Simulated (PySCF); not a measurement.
Compound: Cu(NH3)(NH2) (singlet state).
Cartesian coordinates in Å at the PBE0-D3(BJ)/def2-SVP level; atoms count from 1:
```
atom  x, y, z in Å
Cu1    0.000   -0.070   -0.337
N2    -0.006   -0.027    1.614
H3     0.047    0.924    1.982
H4     0.783   -0.543    2.007
H5    -0.854   -0.448    1.997
N6     0.003   -0.269   -2.147
H7     0.817    0.203   -2.553
H8    -0.790    0.229   -2.562
```

Method: PBE0-D3(BJ)/def2-SVP geometry optimisation, gas phase (PySCF 2.14.0).

Q: Which atoms are bound to Cu1, and at what distances?

A: 2 atoms: N6 1.821 Å, N2 1.951 Å. The nearest atom not counted as bound is H7, at 2.38 Å (others tie with it).

Q: What is the shape at Cu1?

A: Almost linear: angle 175.0°. The Cu–N distances aren't all alike: 1.821 to 1.951 Å.

Q: What are the other bond lengths?

A: N2–H3, N2–H4, N2–H5 1.021 Å; N6–H7, N6–H8 1.024 Å.

Q: What are the rotational constants (commonest isotopes, rigid rotor)?

A: A = 111976, B = 3966, C = 3941 MHz: a near-prolate asymmetric top.

Point group: Cs (tolerance 0.08 Å). Charge 0, singlet. Whether it is a minimum is left open (no frequencies).
